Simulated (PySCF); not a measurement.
A calculated (PBE0, PySCF 2.14, x2c-QZVPPall with one added diffuse shell each of s, p, d, f, g type, scalar relativity by spin-free X2C-1e) atom or ion has these occupied shells.

| shell | electrons | orbital energy (eV) | rms radius, mean of both spins (bohr) |
| --- | --- | --- | --- |
| 1s β | 1 | -5946.5 | 0.0734 |
| 1s α | 1 | -5946.4 | 0.0734 |
| 2s α | 1 | -711.50 | 0.318 |
| 2s β | 1 | -710.10 | 0.318 |
| 2p α | 3 | -601.81 | 0.288 |
| 2p β | 3 | -600.60 | 0.288 |
| 3s α | 1 | -108.48 | 0.954 |
| 3s β | 1 | -104.68 | 0.954 |
| 3p α | 3 | -78.038 | 1.02 |
| 3p β | 3 | -73.877 | 1.02 |
| 3d α | 3 | -32.473 | 1.24 |
| 4s β | 1 | -21.611 | 2.80 |

(1) Name the element and its charge.

Answers

(1) Cr²⁺ (chromium, charge +2), in [Ar] 3d3 4s1, 4s spin antiparallel (an excited configuration).
